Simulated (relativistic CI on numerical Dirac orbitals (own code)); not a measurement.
## Er²⁺: 4d photoemission

Computed with this model: Dirac-Coulomb-Breit CI, orbitals from a KLI potential per configuration, a model potential for QED, valence Slater integrals scaled by 0.9, multiplet model of photoemission in the sudden approximation; configurations [Xe] 4f12 → [Kr] 4d9 4f12 5s2 5p6; 300 K; Lorentzian 1 eV and Gaussian 0.6 eV FWHM. Energies are those of the free ion, without screening or charge transfer. The energies are binding energies and can lie tens of eV above those of solids. S is read from ⟨S²⟩ = S(S + 1).

Computed curve for free ion, scaled to 100 at the maximum (points under 2 are left out and the grid is thinned):

```tsv
Energy (eV)	Intensity
178.8	2.0
179.4	2.5
180.0	3.1
180.6	4.1
181.2	5.8
181.8	8.9
182.4	16.1
183.0	38.4
183.8	100.0
184.4	77.5
185.0	50.0
185.6	36.4
186.2	35.3
186.8	35.6
187.4	36.9
188.0	62.7
188.6	70.5
189.2	39.2
189.8	27.8
190.4	29.8
191.0	38.8
191.6	44.4
192.2	44.2
193.0	39.4
193.6	24.1
194.2	26.1
194.8	26.7
195.4	21.1
196.0	21.3
196.6	28.2
197.2	41.1
197.8	59.8
198.4	71.2
199.0	46.2
199.6	34.1
200.2	30.0
200.8	36.3
201.6	40.5
202.2	31.5
202.8	37.4
203.4	26.4
204.0	14.2
204.6	14.6
205.2	18.1
205.8	16.4
206.4	26.0
207.0	38.7
207.6	20.7
208.2	10.4
208.8	9.0
209.4	8.0
210.0	7.1
210.8	12.9
211.4	31.1
212.0	45.2
212.6	22.0
213.2	9.2
213.8	5.2
214.4	3.2
215.0	2.2
```

The ground state has S = 1.00, and the centroid lies at 194.87 eV.
